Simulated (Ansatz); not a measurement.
Name a neutral molecule of C, Ge, N, O and H with LUMO energy (PBE0/def2-TZVPP) between 0.10 and 0.40 eV and size of the dipole moment (ωB97M-V/def2-TZVPP) between 0.60 and 0.90 D (Ansatz, PBE0-D4/def2-TZVP geometry).

`N[CH2][GeH2][OH]` (0.34 eV, 0.71 D); `NC[O][GeH3]` (0.39 eV, 0.88 D). Other molecules can fit too; these were computed, each in one conformer that needn't be the lowest.
